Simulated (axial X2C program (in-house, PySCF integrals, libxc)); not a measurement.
Spin–orbit effects down a group: molecules with Te, CCSD(T)

All values come from calculations with an in-house all-electron X2C program for linear molecules (integrals from PySCF), spin-free (one-electron X2C) or two-component (2c: spin–orbit coupling with atomic mean-field Coulomb and Gaunt terms, which also bring small scalar terms), in Dyall basis sets with cores contracted in-house; open shells are unrestricted.

Basis sets: H dyall-v3z, Li dyall-cv3z, Na dyall-cv3z, Te dyall-cv3z. Frozen shells (counts by l): TeH Te 4s3p2d, H none, 7 electrons correlated; LiTe Te 4s3p2d, Li 1s, 7 electrons correlated; NaTe Te 4s3p2d, Na 2s1p, 7 electrons correlated. Coupled cluster in natural virtuals with an MP2 remainder. Where the outer core of a metal is frozen, bonds come out longer and ionisation energies lower.

```tsv
molecule	spin-free state	Re (Å)	ωe (cm⁻¹)	De (eV)	2c state	Re 2c (Å)	ωe 2c (cm⁻¹)	De 2c (eV)
TeH	M_S = 1/2, Λ = 1	1.664	2128.0	2.88	Ω = 3/2	1.667	2109.6	2.81
LiTe	M_S = 1/2, Λ = 1	2.517	447.1	2.47	Ω = 3/2	2.521	443.5	2.37
NaTe	M_S = 1/2, Λ = 1	2.842	232.6	2.09	Ω = 3/2	2.845	231.3	1.99
```

Problem. Work out the shifts from the spin-free to the two-component result.

Solution. 

| molecule | 2c state | ΔRe (Å) | Δωe (cm⁻¹) | ΔDe (eV) |
| --- | --- | --- | --- | --- |
| TeH | Ω = 3/2 | 0.003 | -18.4 | -0.07 |
| LiTe | Ω = 3/2 | 0.004 | -3.6 | -0.10 |
| NaTe | Ω = 3/2 | 0.003 | -1.3 | -0.10 |

Shifts of one unit in the last digit are rounding.

Each entry is the lowest single determinant of a limited PBE0 search at one distance. De goes to single-determinant-based atoms at the same level (for ions the charge split of lowest energy) and is withheld (n/a) where an atom does not fit its ground term or J level. Main or longest-lived isotopes.
